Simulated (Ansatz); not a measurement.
Compare A (`C[NH][Al]([OH])[SH]`) with its isomer B (`C[O][Al]([NH2])[SH]`).

Program: Ansatz. Geometries: PBE0-D4/def2-TZVP. ΔE: electronic, gas phase. CBS: MP2 limit from def2 TZ/QZ plus the TZ coupled-cluster correction, frozen cores. DFT in def2-TZVPP. B3LYP here is the variant with VWN-RPA as its local correlation; programs differ in this. Each species was taken in one conformer, which may not be the lowest.

(1) Which isomer does CCSD(T)/CBS put lower? Give the gap. (Estimate.)

(2) Give E(B) − E(A) in kcal/mol with r2SCAN-D4, B3LYP, CCSD/def2-TZVPP, MP2/def2-TZVPP, B3LYP-D4, LDA (SPW92), PBE-D4. (Best estimate.)

(3) Does the order hold for the free energy at 298.15 K (harmonic terms from PBE0-D4)? (An estimate is asked.)

Largest T1 diagnostic: 0.011.

Results:

(1) The calculation gave: A, by 4.1 kcal/mol.

(2) Computed: r2SCAN-D4 3.3, B3LYP 2.6, CCSD/def2-TZVPP 3.6, MP2/def2-TZVPP 4.6, B3LYP-D4 2.9, LDA (SPW92) 4.1, PBE-D4 3.8. None reverses the order clearly.

(3) Ansatz gave: Yes: G(B) − G(A) = +3.1 kcal/mol, for one conformer each. Modes under 60 cm⁻¹, often nearly free rotors, make the harmonic entropy too high.

In def2-TZVPP, CCSD(T) changes the Hartree–Fock value by +2.3 kcal/mol (the triples alone add +0.2 kcal/mol) and MP2 by +3.0 kcal/mol. Leaving LDA and LC-ωPBE aside and taking each functional with its dispersion term where it has one, the values, not all of them listed here, spread over 1.5 kcal/mol, from BHLYP-D4 to revPBE-D4.
